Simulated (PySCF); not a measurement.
# Spinor energies of Mn³⁺ (manganese, charge +3)

Start: [Ar] 3d3 4s1; 3d5/2 filled at m_j = +1/2, +3/2, +5/2; 4s1/2 filled at m_j = +1/2. Calculated with PySCF 2.14 in x2c-SVPall-2c with one added diffuse shell each of s, d type (6s5p4d1f, 48 functions): generalised Hartree-Fock with the X2C-1e Hamiltonian and a Gaussian nucleus; one run each with spin-orbit coupling (SO) switched off, then screened by Boettger's factors. This is a chosen level, not necessarily the ground level.

```csv
spinor shell,electrons,"ε, spin-free (eV)","ε, screened SO (eV)",weight of nominal j (screened SO),"rms radius, screened SO (bohr)"
1s1/2,2,-6649.9,-6649.8,1.000,0.0704
2s1/2,2,-857.58,-857.59,1.000,0.301
2p1/2,2,-731.46,-738.44,0.990,0.271
2p3/2,4,-731.46,-728.05,0.995,0.274
3s1/2,2,-153.65,-153.66,1.000,0.908
3p1/2,2,-114.72,-113.49,0.666,0.967
3d5/2,3,-64.426,-64.402,0.786,1.06
4s1/2,1,-35.272,-35.273,1.000,2.95
```

Where does 3p3/2 lie, and what is the 3p spin-orbit splitting (screened SO)?

At -115.35 eV, -1.865 eV above 3p1/2.

```
   quantity    spin-free  screened SO
E (hartree)  -1154.64936  -1154.65698
        M_J            5            5
       ⟨J²⟩       30.004       30.004
       ⟨L²⟩       12.004       12.012
       ⟨S²⟩        6.000        5.997
```

Each row is a mean over spinors that exchange with the open shell spreads, by up to 12.841 eV (3p3/2).

Rows whose weight is well below 1 are mixtures of j = l ± 1/2: exchange outweighs spin-orbit coupling there, and the label is only the starting occupation.

Without spin-orbit coupling the j labels of p, d and f shells carry no meaning; the spin-free column gives the mean over the occupied spinors of each nl shell.
